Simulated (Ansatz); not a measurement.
Computed with Ansatz on PBE0-D4/def2-TZVP structures; ΔE is electronic, products minus reactants. CCSD(T)/CBS adds triple-zeta CCSD(T) − MP2 to the extrapolated MP2 energy (def2 sets, frozen cores). This one scheme is used for every species. Functionals use def2-TZVPP. For Br outer-core shells are correlated without core-valence functions, which leaves a few kJ/mol of doubt a bond. Scalar relativity is left out up to krypton. Each species was taken in one conformer, which may not be the lowest.

`C=C[Si](N)(N)Br` + H–F → `C=C[Si](N)(N)F` + HBr  (ligand exchange at the Si–Br bond)

| level | ΔE (kcal/mol) |
| --- | --- |
| PBE | -11.7 |
| PBE0 | -11.6 |

**Question.** What does CCSD(T)/CBS give? (An estimate is asked.)

**Answer.** Computed: -11.1 kcal/mol. The listed levels differ from it by -0.6, -0.5 kcal/mol.

Largest T1 diagnostic among the species: 0.011.

In def2-TZVPP, CCSD(T) changes the Hartree–Fock value by +4.5 kcal/mol (the triples alone add +0.9 kcal/mol) and MP2 by +6.9 kcal/mol. The D4 term adds +2.6 kcal/mol with B3LYP and +1.4 kcal/mol with PBE0; it sums over pairs of atoms, weighted by their polarisabilities, and B3LYP, whose exchange is more repulsive, gets the larger term.

B3LYP here is the variant with VWN-RPA as its local correlation; programs differ in this.
